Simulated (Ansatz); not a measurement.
System: CH$_{2}$BO, net charge 0, doublet state. It need not be the lowest isomer of its formula. SMILES: [BH2-]C#[O+]
Geometry: optimised at B3LYP-D3(BJ)/def2-TZVP (Ansatz, a quantum-chemistry and plane-wave program).

Computed values are from Ansatz. Cores are frozen in the correlated levels unless marked. Open shells are spin-unrestricted. Spin-orbit coupling is left out. No relativistic terms. CBS(X,Y): correlation extrapolated as X^-3; Hartree-Fock from the larger set. The bracket is a focal-point correction in the basis named.

Question: What is the total energy at RI-MP2/CBS(aug-cc-pVTZ,aug-cc-pVQZ)+[CCSD(T)-MP2]/aug-cc-pVTZ?

Answer: -139.1681 Eh.

Question: What is the dipole moment at CCSD(T)/aug-cc-pVDZ?

Answer: 0.27 D.

Question: What is the T1 diagnostic at CCSD/aug-cc-pVTZ?

Answer: 0.020.

Question: What is the atomisation energy De at RI-MP2/CBS(aug-cc-pVTZ,aug-cc-pVQZ)+[CCSD(T)-MP2]/aug-cc-pVTZ?

Answer: 481.2 kcal/mol.
